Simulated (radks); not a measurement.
The praseodymium ion Pr10+, 49 electrons, occupied as [Kr] 4d10 5s2 5p1. Calculated with a radial shooting solver on a logarithmic mesh with Libxc functionals: scalar-relativistic Kohn-Sham, SCAN, spin-polarised, spherical densities, finite nucleus; open shells are filled with parallel spins first (spin-orbit coupling, left out, can overturn this in heavy ions); meta-GGA in the generalised Kohn-Sham scheme; Fermi nuclear charge, rms radius 4.8919 fm.

Unscreened Slater integrals over Kohn-Sham orbitals (hartree). They are taken over the spin-up orbitals.

integral,value
"F0(5p,5p)",0.64083
"F2(5p,5p)",0.34996
"F0(5p,5s)",0.66397
"G1(5p,5s)",0.45519
"F0(5p,4d)",0.78059
"F2(5p,4d)",0.25735
"G1(5p,4d)",0.076025
"G3(5p,4d)",0.076198
"F0(5p,4p)",0.79026
"F2(5p,4p)",0.24200
"G0(5p,4p)",0.050826
"G2(5p,4p)",0.066999
"F0(5s,5s)",0.69116
"F0(5s,4d)",0.82977
"G2(5s,4d)",0.098802
"F0(5s,4p)",0.84077
"G1(5s,4p)",0.073094
"F0(4d,4d)",1.2845
"F2(4d,4d)",0.65748
"F4(4d,4d)",0.44173
"F0(4d,4p)",1.3314
"F2(4d,4p)",0.68677
"G1(4d,4p)",0.87215
"G3(4d,4p)",0.54775
"F0(4p,4p)",1.3855
"F2(4p,4p)",0.72950

Derived for the open shells (J is the average intra-shell exchange parameter used in DFT+U). 5p: J = F2/5 = 0.06999 hartree.
